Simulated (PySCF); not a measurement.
NaBr⁺: from constants to spectrum

UHF-CCSD(T) constants of NaBr⁺, ²Π (doublet), unpaired electrons π ↑ (basis Na x2c-SVPall, Br x2c-SVPall; spin-free X2C with a Gaussian nucleus; PySCF 2.14; masses 22.9898 and 78.9183 u):

- ωe: 133.3 cm⁻¹
- ωexe: 1.53 cm⁻¹
- Be: 0.10551 cm⁻¹
- αe: 0.00143 cm⁻¹
- D (centrifugal): 2.64e-07 cm⁻¹
- De to Na⁺ + Br: 0.408 eV

Question: Give the vibrational terms G(v) and spacings up to v = 6.

Answer: G(v) = ωe(v+½) − ωexe(v+½)².

```json
{"v": "0", "G(v) (cm⁻¹)": "66.3", "G(v) − G(v−1)": "", "Bv (cm⁻¹)": "0.1048"}
{"v": "1", "G(v) (cm⁻¹)": "196.5", "G(v) − G(v−1)": "130.2", "Bv (cm⁻¹)": "0.1034"}
{"v": "2", "G(v) (cm⁻¹)": "323.7", "G(v) − G(v−1)": "127.2", "Bv (cm⁻¹)": "0.1019"}
{"v": "3", "G(v) (cm⁻¹)": "447.8", "G(v) − G(v−1)": "124.1", "Bv (cm⁻¹)": "0.1005"}
{"v": "4", "G(v) (cm⁻¹)": "568.9", "G(v) − G(v−1)": "121.1", "Bv (cm⁻¹)": "0.0991"}
{"v": "5", "G(v) (cm⁻¹)": "686.9", "G(v) − G(v−1)": "118.0", "Bv (cm⁻¹)": "0.0976"}
{"v": "6", "G(v) (cm⁻¹)": "801.8", "G(v) − G(v−1)": "114.9", "Bv (cm⁻¹)": "0.0962"}
```

Question: How well does the Morse estimate ωe²/(4ωexe) reproduce De, and what is D0?

Answer: It gives 0.360 eV, 88 % of the computed De. D0 = De − G(0) = 0.408 − 0.008 = 0.400 eV.

Correlated steps freeze 10 core orbitals. Correlated levels converge slowly with the basis: in double zeta they bind strong bonds too weakly, by up to about 1 eV, and carry superposition errors of some tenths. Spin–orbit coupling is left out. For an ion De counts to the pair picked by the measured ionisation energies or electron affinities, which need not be the lowest pair at this level. The state is the lowest determinant that a PBE0 search found; another state may lie lower at other levels.
